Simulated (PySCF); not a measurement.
O₄Ru, triplet, geometry from GFN2-xTB (such geometries of metal compounds can be far from the true shape) (the multiplicity is a formal guess) (core potentials on Ru).

The PySCF input:
```python
from pyscf import gto, scf, dft

mol = gto.Mole()
mol.atom = '''
    Ru    0.01430486   -0.02340224   -0.12950598
    O     1.17675629    0.70822560   -0.92296003
    O     0.49309506   -0.54979544    1.45089418
    O    -0.98119096   -1.02816347   -0.84754838
    O    -0.76733713    0.99844565    1.03189713
'''
mol.basis = 'def2-svp'
mol.ecp = {'Ru': 'def2-svp'}
mol.spin = 2
mol.verbose = 4
mol.build()

mf = dft.UKS(mol)
mf.xc = 'pbe'
mf.kernel()
```

What is the computed nuclear repulsion energy (PBE/def2-SVP run with PySCF)?

241.2562 Eh

Predict the total energy from PBE/def2-SVP.

-395.1779 Eh

Estimate the dipole moment that PBE/def2-SVP returns for this input.

1.17 D

What number of basis functions does PBE/def2-SVP give?

87

These values belong to the state on which the SCF converged, which isn't shown to be the lowest.

Roughly what does it cost on one core?

about 11 core-seconds (a rough figure).
